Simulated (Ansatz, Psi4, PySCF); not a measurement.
CH2NO, doublet, geometry from GFN2-xTB. Base run: BHANDHLYP/def2-SVPD in PySCF.

Here is a job for PySCF.
```python
from pyscf import gto, scf, dft

mol = gto.Mole()
mol.atom = '''
    N    -1.084208    0.034696   -0.003522
    C     0.169541   -0.378673    0.005976
    O     1.219079    0.204885    0.000415
    H    -1.343784    1.022254   -0.018599
    H    -1.836633   -0.632171    0.004077
'''
mol.basis = 'def2-svpd'
mol.charge = 0
mol.spin = 1
mol.verbose = 4
mol.build()

mf = dft.UKS(mol)
mf.xc = 'bhandhlyp'
mf.kernel()
```

The same geometry, method and basis name were run in Ansatz (a program for electronic structure) and Psi4 and PySCF, at each program's defaults and at the settings that a row names. The base is PySCF at its defaults. Differences at the defaults can come from grids, fitting, cores and function types together.

```tsv
code and settings	ΔE vs base (mEh)	basis functions	E (Eh)	SCF cycles	dipole (D)
PySCF, defaults (exact integrals, its default grid, spherical functions)	0.000	79	-169.03076	13	4.07
Psi4, defaults (density fitting with its default set, its default grid, spherical functions)	0.053	79	-169.03071	10	4.07
Ansatz, defaults (factorised integrals, its default grid, spherical functions)	0.007	79	-169.03076	-	-
PySCF, density fitting with def2-universal-jkfit	0.053	79	-169.03071	13	4.07
PySCF, fine grid	0.000	79	-169.03076	13	4.07
Psi4, exact integrals, spherical functions, fine grid	0.000	79	-169.03076	15	4.07
Ansatz, high accuracy	0.000	79	-169.03076	-	-
```

Open shells are given as the SCF converged; they aren't shown to be the lowest states, and a large step between rows can be another state.
